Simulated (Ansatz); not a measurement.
Abridged output of a molecular run in Ansatz:

```
Functional definition: HF
1004 factors; integrals over basis functions are off by at most 1.1e-3 eV
mean field evaluation 1: about -21758.8175 eV, gradient 4.0e1 eV
mean field evaluation 2: about -21758.9287 eV, gradient 4.0e1 eV
mean field evaluation 4: about -21762.4002 eV, gradient 3.1e0 eV
mean field evaluation 8: about -21762.4657 eV, gradient 3.6e-1 eV
mean field -21762.46681923 eV, -799.7559044770 hartree, gradient 3.9e-6 eV, S^2 0.000000; 0 other end points of the search recorded, 0 dependent functions left out
12 core orbitals not correlated: weight in the atoms' cores, before any rotation towards them, 1.000 or more for the frozen orbitals, at most 0.000 for the correlated occupied ones
reference -21762.46681923 eV, -799.7559044770 hartree; 19, 19 occupied and 65, 65 virtual orbitals, 1004 factors
second order -19.59813170 eV of doubles, -0.00000000 eV of singles
cycle   1  -19.55315385 eV  change    4.5e-2 eV  update   1.4e-1
cycle   2  -20.14052360 eV  change   -5.9e-1 eV  update   4.6e-2
cycle   3  -20.31816362 eV  change   -1.8e-1 eV  update   2.7e-2
cycle   4  -20.31358454 eV  change    4.6e-3 eV  update   8.1e-3
cycle   5  -20.30557618 eV  change    8.0e-3 eV  update   3.7e-3
cycle   6  -20.30608982 eV  change   -5.1e-4 eV  update   1.3e-3
cycle   7  -20.30593041 eV  change    1.6e-4 eV  update   5.5e-4
cycle   8  -20.30578620 eV  change    1.4e-4 eV  update   2.5e-4
cycle   9  -20.30587401 eV  change   -8.8e-5 eV  update   1.2e-4
cycle  10  -20.30595067 eV  change   -7.7e-5 eV  update   3.9e-5
cycle  11  -20.30592329 eV  change    2.7e-5 eV  update   1.6e-5
perturbative correction -0.67497905 eV, -0.0248050227 hartree
Total energy: -21783.44772158 eV, -800.5269384168 hartree
```

Its atoms:

Cartesian coordinates in Å:
```
O -1.6071 -0.3008 0.0896
C -0.7776 0.4887 -0.5622
S -1.2222 1.5860 -1.6644
In 1.2530 0.1010 0.0576
F 0.5030 -1.3018 1.3048
H -1.0772 -0.8703 0.6985
H 2.9280 0.2972 0.0761
```

(1) Which basis set was used?
A. cc-pV(Q+d)Z
B. def2-QZVPP
C. def2-SVP
D. cc-pV(T+d)Z

(2) Write the keys of the input that set method, charge and spin (a neutral closed shell needs none for the last two).

Results:

(1) C. It gives 96 functions.

(2) 
```yaml
correlation: {method: ccsd_t}
```
